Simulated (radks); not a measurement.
Problem. The sulfur ion S2+, 14 electrons, occupied as [Ne] 3s2 3p2. Calculated with a radial shooting solver on a logarithmic mesh with Libxc functionals: Dirac Kohn-Sham, LB94 model potential, spin-unpolarised, spherical densities, finite nucleus; open shells fill j = l - 1/2 first; Fermi nuclear charge, rms radius 3.2611 fm.

Spin-orbit splittings of the eigenvalues, e(l+1/2) - e(l-1/2), with zeta = 2 splitting/(2l+1) and mean radii in bohr:

| shell | occ. | splitting (eV) | zeta (eV) | <r> j=l-1/2 | <r> j=l+1/2 |
|---|---|---|---|---|---|
| 2p | 6 | 1.314 | 0.8757 | 0.4372 | 0.4395 |
| 3p | 2 | ? | ? | 1.749 | 1.756 |

Estimate the 3p splitting.

Solution. 0.1270 eV (zeta = 0.08469 eV).
